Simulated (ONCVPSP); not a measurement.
## Before and after: ONCV potential for Ga (Z = 31)

```
Element                 : Ga (Z = 31)
Generator               : ONCVPSP 4.0.1
Type                    : optimised norm-conserving Vanderbilt (ONCV)
Functional              : LDA (Perdew-Wang 92)
Relativity              : scalar-relativistic
Frozen core             : [Ar]
Valence charge          : 13
Reference configuration : 3d10 4s2 (charge +1)
Partial waves           : 4s: rc 1.80 bohr, ncon 4, nbas 7, qcut 4 1/bohr, 3 projectors, debl 0.7 Ha; p scattering state at 0.46 Ha: rc 1.40 bohr, ncon 4, nbas 8, qcut 6.9 1/bohr, 2 projectors, debl 1.2 Ha; 3d: rc 1.10 bohr, ncon 5, nbas 9, qcut 16.4 1/bohr, local; f scattering state at 0.07 Ha: rc 1.40 bohr, ncon 3, nbas 8, qcut 7.6 1/bohr, 1 projector
Local potential         : the d channel
Core correction         : polynomial model core, fcfact 0.6
```

Change: all radii but the core radius scaled by about 1.28 (s 2.30, p 1.80, d 1.40, f 1.80 bohr). In the p channel the program set the typed energies aside and used 0.050, 1.250 Ha.

Cutoffs: the cutoffs (Ha) at which the residual kinetic energy of the hardest occupied pseudo-wave falls to 1 and 0.1 mHa per electron; they do not see the model core or the augmentation charge, which bear on the density cutoff. Errors are all-electron minus pseudo energies relative to the spin-unpolarised reference configuration.

Task: Predict the effect on cutoff, ghosts and configuration errors.

Result: The potential gets softer (102 Ha and 115 Ha → 80 Ha and 91 Ha); both files keep a bound ghost (p, s); of the 4 tests that both files solve, the error grows in 2 and shrinks in 0 by more than 15 % and 0.3 meV (median size 34.5 → 47.8 meV). A larger radius leaves more room for a smooth pseudo-wave, so fewer plane waves are needed.

| quantity | base | changed |
| --- | --- | --- |
| cutoff, loose | 102 Ha | 80 Ha |
| cutoff, tight | 115 Ha | 91 Ha |
| loose cutoff by channel | s 7.6 Ha, d 102 Ha | s 6.4 Ha, d 80 Ha |
| bound ghosts | s, p | s, p |
| GHOST(+) flags under 300 eV | s at 238.6 eV | none |
| error for 3d10 4s2 4p1, meV [ΔE -5.88 eV] | -2.4 | -2.3 |
| error for 3d10 4s1, meV [ΔE 21.50 eV] | -12 | -15 |
| error for 3d10 4s0, meV [ΔE 53.09 eV] | -57 | -81 |
| error for 3d9 4s2 4p1, meV [ΔE 22.09 eV] | -343 | -356 |
| rms error of d²Exc/dni dnj with the model core, mHa | 2.15 | 1.66 |

 A true bound ghost makes a file unfit for plane-wave use even where its test errors are small: the radial tests pick states by their node count and pass the ghost by.
